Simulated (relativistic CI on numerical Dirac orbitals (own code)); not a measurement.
Ho⁵⁸⁺: computed level list

Method of calculation: Dirac-Coulomb-Breit CI, separate exchange-only KLI orbitals for each configuration, QED by a radiative potential, unscaled Slater integrals (own radial code, finite nucleus).

Configurations in the expansion (outside the closed core 1s2): 2s2.2p5, 2s.2p6, 2p6.3s, 2p6.3p, 2s2.2p4.3s, 2p6.3d, 2s2.2p4.3p, 2s2.2p4.3d, 2s.2p5.3s, 2s.2p5.3p, 2s.2p5.3d, 2s2.2p4.4s, 2s2.2p4.4p, 2s2.2p4.4d, 2s2.2p4.4f, 2s2.2p3.3s2. Levels of other configurations are missing.

The lowest level is 2s2.2p5 2P°_3/2, with 100 % of that term; Hund's rules for 2s2.2p5 give 2P° with J = 3/2, in agreement.

| No. | Configuration | Term | J | E (eV) | % | Landé g | jj configuration (%) |
| --- | --- | --- | --- | --- | --- | --- | --- |
| 1 | 2s2.2p5 | 2P° | 3/2 | 0.00 | 100 | 1.305 | 2p3/2^3 (100) |
| 2 | 2s2.2p5 | 2P° | 1/2 | 882.35 | 100 | 0.627 | 2p1/2 2p3/2^4 (100) |
| 3 | 2s.2p6 | 2S | 1/2 | 1295.39 | 100 | 1.963 | 2s (100) |
| 4 | 2p4(3P).3s | 4P | 5/2 | 6869.89 | 69 | 1.450 | 2p3/2^2 3s (100) |
| 5 | 2p4(3P).3s | 2P | 3/2 | 6879.64 | 56 | 1.179 | 2p3/2^2 3s (100) |
| 6 | 2p4(1S).3s | 2S | 1/2 | 6926.02 | 64 | 1.993 | 2p3/2^2 3s (100) |
| 7 | 2p4(3P).3p | 4P° | 3/2 | 6986.89 | 32 | 1.452 | 2p3/2^2 3p1/2 (100) |
| 8 | 2p4(3P).3p | 2D° | 5/2 | 6989.20 | 36 | 1.186 | 2p3/2^2 3p1/2 (100) |
| 9 | 2p4(1S).3p | 2P° | 1/2 | 7040.13 | 73 | 0.652 | 2p3/2^2 3p1/2 (100) |
| 10 | 2p4(3P).3p | 2D° | 5/2 | 7232.52 | 51 | 1.316 | 2p3/2^2 3p3/2 (100) |
| 11 | 2p4(3P).3p | 4D° | 7/2 | 7232.72 | 69 | 1.318 | 2p3/2^2 3p3/2 (100) |
| 12 | 2p4(1D).3p | 2P° | 1/2 | 7233.53 | 50 | 1.291 | 2p3/2^2 3p3/2 (100) |
| 13 | 2p4(3P).3p | 2P° | 3/2 | 7275.44 | 47 | 1.317 | 2p3/2^2 3p3/2 (100) |
| 14 | 2p4(1S).3p | 2P° | 3/2 | 7297.46 | 69 | 1.316 | 2p3/2^2 3p3/2 (100) |
| 15 | 2p4(3P).3d | 4D | 3/2 | 7362.28 | 33 | 1.181 | 2p3/2^2 3d3/2 (100) |
| 16 | 2p4(3P).3d | 4D | 5/2 | 7364.52 | 37 | 1.163 | 2p3/2^2 3d3/2 (97) |
| 17 | 2p4(3P).3d | 2F | 7/2 | 7366.16 | 37 | 1.096 | 2p3/2^2 3d3/2 (100) |
| 18 | 2p4(3P).3d | 4P | 1/2 | 7367.73 | 49 | 1.644 | 2p3/2^2 3d3/2 (98) |
| 19 | 2p4(1S).3d | 2D | 3/2 | 7416.87 | 68 | 0.850 | 2p3/2^2 3d3/2 (93) |
| 20 | 2p4(1D).3d | 2F | 7/2 | 7420.29 | 50 | 1.236 | 2p3/2^2 3d5/2 (100) |
| 21 | 2p4(3P).3d | 4F | 9/2 | 7421.16 | 68 | 1.244 | 2p3/2^2 3d5/2 (100) |
| 22 | 2p4(3P).3d | 2P | 1/2 | 7433.61 | 59 | 1.222 | 2p3/2^2 3d5/2 (98) |
| 23 | 2p4(3P).3d | 2D | 5/2 | 7455.39 | 50 | 1.193 | 2p3/2^2 3d5/2 (98) |
| 24 | 2p4(3P).3d | 2P | 3/2 | 7457.31 | 47 | 1.166 | 2p3/2^2 3d5/2 (93) |
| 25 | 2p4(1S).3d | 2D | 5/2 | 7486.38 | 70 | 1.186 | 2p3/2^2 3d5/2 (99) |
| 26 | 2p4(3P).3s | 4P | 3/2 | 7754.93 | 87 | 1.654 | 2p1/2 2p3/2^3 3s (100) |
| 27 | 2p4(3P).3s | 2P | 1/2 | 7763.54 | 66 | 1.308 | 2p1/2 2p3/2^3 3s (100) |
| 28 | 2p4(1D).3s | 2D | 5/2 | 7774.90 | 69 | 1.297 | 2p1/2 2p3/2^3 3s (100) |
| 29 | 2p4(1D).3s | 2D | 3/2 | 7780.12 | 67 | 0.947 | 2p1/2 2p3/2^3 3s (100) |
| 30 | 2p4(3P).3p | 4P° | 1/2 | 7868.03 | 52 | 1.783 | 2p1/2 2p3/2^3 3p1/2 (100) |
| 31 | 2p4(3P).3p | 4D° | 3/2 | 7874.43 | 54 | 1.142 | 2p1/2 2p3/2^3 3p1/2 (100) |
| 32 | 2p4(1D).3p | 2F° | 5/2 | 7888.56 | 53 | 1.031 | 2p1/2 2p3/2^3 3p1/2 (100) |
| 33 | 2p4(1D).3p | 2P° | 3/2 | 7924.17 | 49 | 1.297 | 2p1/2 2p3/2^3 3p1/2 (99) |
| 34 | 2s.2p5.3s | 4P° | 5/2 | 8095.24 | 60 | 1.501 | 2s 2p3/2^3 3s (60) |
| 35 | 2s.2p5.3s | 2P° | 3/2 | 8118.63 | 25 | 1.437 | 2p1/2 2p3/2^3 3p3/2 (61) |
| 36 | 2p4(1D).3p | 2P° | 1/2 | 8118.69 | 36 | 1.487 | 2p1/2 2p3/2^3 3p3/2 (96) |
| 37 | 2p4(3P).3p | 2D° | 3/2 | 8124.97 | 48 | 1.139 | 2p1/2 2p3/2^3 3p3/2 (84) |
| 38 | 2p4(3P).3p | 4D° | 5/2 | 8127.74 | 40 | 1.408 | 2p1/2 2p3/2^3 3p3/2 (70) |
| 39 | 2p4(1D).3p | 2F° | 7/2 | 8134.57 | 68 | 1.210 | 2p1/2 2p3/2^3 3p3/2 (100) |
| 40 | 2p4(1D).3p | 2D° | 5/2 | 8148.48 | 59 | 1.244 | 2p1/2 2p3/2^3 3p3/2 (90) |
| 41 | 2s.2p5.3s | 2P° | 3/2 | 8148.85 | 41 | 1.339 | 2p1/2 2p3/2^3 3p3/2 (51) |
| 42 | 2p4(3P).3p | 2P° | 1/2 | 8178.49 | 49 | 0.736 | 2p1/2 2p3/2^3 3p3/2 (58) |
| 43 | 2s.2p5.3s | 2P° | 3/2 | 8200.34 | 72 | 1.408 | 2s 2p3/2^3 3s (96) |
| 44 | 2s.2p5.3s | 2P° | 1/2 | 8207.67 | 47 | 0.811 | 2s 2p3/2^3 3s (54) |
| 45 | 2s.2p5.3p | 2D | 5/2 | 8229.69 | 40 | 1.288 | 2s 2p3/2^3 3p1/2 (91) |

Energies count from the lowest computed level; ° marks odd parity. Percentages are summed over parent terms; the parents shown are those of the largest component, closed shells are left out there. Filled j subshells are mostly left out of the jj labels.

The mean weight of the leading LS term, summed over parents, in these 45 levels is 57 %, and that of the leading jj configuration (from the same eigenvectors) 93 %, so jj coupling describes them better and the LS labels are nominal.

At this charge energies of transitions that change n are usually good to better than 1 %, and those within a shell (Δn = 0) to a few per cent.

LS names give the leading component of a level, which can be under half, so a name can repeat, a term be missing and a line seem to break the LS rules.
